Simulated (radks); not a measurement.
Task: These are the eigenvalues of the occupied orbitals of an atom or ion with whole-number occupations (eV). Method: Dirac Kohn-Sham, LDA (Slater exchange, Perdew-Wang correlation), spin-unpolarised, spherical densities, point nucleus; computed with a radial shooting solver on a logarithmic mesh with Libxc functionals.

orbital  eigenvalue
1s1/2     -67233.49
2s1/2     -11554.14
2p1/2     -11045.59
2p3/2     -9776.668
3s1/2     -2654.722
3p1/2     -2428.372
3p3/2     -2155.273
3d3/2     -1772.031
3d5/2     -1712.501
4s1/2     -549.3965
4p1/2     -456.1367
4p3/2     -393.0190
4d3/2     -239.5554
4d5/2     -227.9603
5s1/2      -84.1057
5p1/2      -56.9985
5p3/2      -48.1493
4f5/2      -37.0589
4f7/2      -35.0726
5d3/2      -14.5534
5d5/2      -13.8610
6d3/2       -3.8890
6d5/2       -3.8232

Which element is it, and in what charge state? The configuration may be excited. Open shells, if any, are shared by 2j + 1.

Result: Z = 73, tantalum, charge +1: Ta+ in [Xe] 4f14 5d3 6d1. The list shows which subshells hold electrons but not how many an open one holds; the 1s level, -2470.8 hartree, gives Z - s = 70.3 by -(Z - s)^2/2, which with screening and relativity narrows Z to a few neighbours, and the depths of the outer levels then fix element, charge and occupations together.
